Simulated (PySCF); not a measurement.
Identify the unknown among the candidates.

All candidates are C5H4F4O2.

- Rotational structure: rotational constants A, B, C: 2.280, 0.632, 0.561 GHz [PBE0-D3(BJ)/def2-SVP]
- Triplet: lowest triplet excitation (Tamm–Dancoff): 4.28 eV [TDA wB97X-D/def2-SVPD]
- 13C NMR: chemical shifts (computed TMS as zero) by class: 151.3 (1 C), 129.3 (1 C), 118.2 (1 C), 90.4 (1 C), 73.5 (1 C) ppm [GIAO PBE0/pcSseg-1]
- UV, first state: lowest singlet excitation: 6.52 eV (190 nm, f = 0.259) [TDDFT wB97X-D/def2-SVPD]
- Polarisability: 68.7 au [wB97X-D/def2-SVPD]
- Dipole: 3.54 D [wB97X-D/def2-SVPD]
- 1H NMR: chemical shifts (computed TMS as zero) by class: 6.58 (1 H), 5.48 (1 H), 4.37 (1 H), 4.05 (1 H) ppm [GIAO PBE0/pcSseg-1]

Electronic properties: PySCF, gas phase, density fitting. Levels stand in brackets. Isolated species at its PBE0-D3(BJ)/def2-SVP geometry (one conformer only). NMR classes are plain means over equivalent atoms (diastereotopic ones count apart unless rotation or inversion swaps them), as if these changed places fast.

Question: Which candidate is it?
A. `F/C=C\O/C=C(/F)OC(F)F`
B. `O=C1CO[C@@H]1[C@H](F)C(F)(F)F`
C. `O=C1[C@@H](CF)O[C@@H]1C(F)(F)F`
D. `C=C(OC(F)F)C(=O)C(F)F`
E. `FC1=C(OC(F)F)OC[C@H]1F`

Answer: E. It is `FC1=C(OC(F)F)OC[C@H]1F`. Numbering: `[F:1][C:2]1=[C:3]([O:4][CH:5]([F:6])[F:7])[O:8][CH2:9][C@H:10]1[F:11]`. Its formula, C5H4F4O2, gives 2 degrees of unsaturation: 1 ring and 1 π bond in the structure found. 5 carbons fall into 5 classes; from least to most shielded: vinylic carbon bearing oxygen [C3] (151.3 ppm), vinylic C–F carbon [C2] (129.3 ppm), CHF2 carbon [C5] (118.2 ppm), sp3 C–F carbon [C10] (90.4 ppm), ring sp3 carbon bound to oxygen [C9] (73.5 ppm). Hydrogen classes from least to most shielded: 1 H on a CHF2 carbon, C5 (6.58 ppm), 1 H on an sp3 C–F carbon, C10 (5.48 ppm), 1 H on an sp3 carbon bound to oxygen, C9 (4.37 ppm), 1 H on an sp3 carbon bound to oxygen, C9 (4.05 ppm). The optimised geometry has point group C1 and is an asymmetric top.

The others, at the same levels:
- `O=C1CO[C@@H]1[C@H](F)C(F)(F)F` fails: its computed 13C shifts are 201.1 (1 C), 126.6 (1 C), 101.7 (1 C), 94.1 (1 C), 90.0 (1 C) ppm, 1H shifts are 5.47 (1 H), 5.30 (1 H), 5.28 (1 H), 4.66 (1 H) ppm and lowest singlet excitation is 4.40 eV (282 nm, f = 0.000) (against 6.52 eV).
- `F/C=C\O/C=C(/F)OC(F)F` fails: its computed 13C shifts are 153.3 (1 C), 138.4 (1 C), 131.2 (1 C), 122.8 (1 C), 117.4 (1 C) ppm, 1H shifts are 7.52 (1 H), 6.18 (1 H), 6.15 (1 H), 5.47 (1 H) ppm and lowest singlet excitation is 6.15 eV (202 nm, f = 0.079) (against 6.52 eV).
- `O=C1[C@@H](CF)O[C@@H]1C(F)(F)F` fails: its computed 13C shifts are 199.7 (1 C), 126.3 (1 C), 105.9 (1 C), 99.0 (1 C), 82.1 (1 C) ppm, 1H shifts are 5.25 (1 H), 5.25 (1 H), 4.77 (1 H), 4.58 (1 H) ppm and lowest singlet excitation is 4.38 eV (283 nm, f = 0.000) (against 6.52 eV).
- `C=C(OC(F)F)C(=O)C(F)F` fails: its computed 13C shifts are 188.6 (1 C), 156.3 (1 C), 119.8 (1 C), 111.6 (1 C), 110.7 (1 C) ppm, 1H shifts are 6.29 (1 H), 6.19 (1 H), 5.93 (1 H), 5.40 (1 H) ppm and lowest singlet excitation is 3.82 eV (324 nm, f = 0.000) (against 6.52 eV).

Each candidate is one conformer, not necessarily the lowest. The conformers computed, where there is a choice (atom-mapped SMILES and torsion angles):
- `[F:1][C:2]1=[C:3]([O:4][CH:5]([F:6])[F:7])[O:8][CH2:9][C@H:10]1[F:11]`: C2–C3–O4–C5 -147°, C3–O4–C5–F6 -175°
- `[O:1]=[C:2]1[CH2:3][O:4][C@@H:5]1[C@H:6]([F:7])[C:8]([F:9])([F:10])[F:11]`: O4–C5–C6–F7 -65°, C5–C6–C8–F9 -179°
- `[F:1]/[CH:2]=[CH:3]\[O:4]/[CH:5]=[C:6](/[F:7])[O:8][CH:9]([F:10])[F:11]`: C2–C3–O4–C5 -3°, C3–O4–C5–C6 174°, C5–C6–O8–C9 117°, C6–O8–C9–F10 -73°
- `[O:1]=[C:2]1[C@@H:3]([CH2:4][F:5])[O:6][C@@H:7]1[C:8]([F:9])([F:10])[F:11]`: C2–C3–C4–F5 41°, O6–C7–C8–F9 -176°
- `[CH2:1]=[C:2]([O:3][CH:4]([F:5])[F:6])[C:7](=[O:8])[CH:9]([F:10])[F:11]`: C1–C2–O3–C4 -27°, C2–O3–C4–F5 -165°, C1–C2–C7–O8 -10°, C2–C7–C9–F10 177°
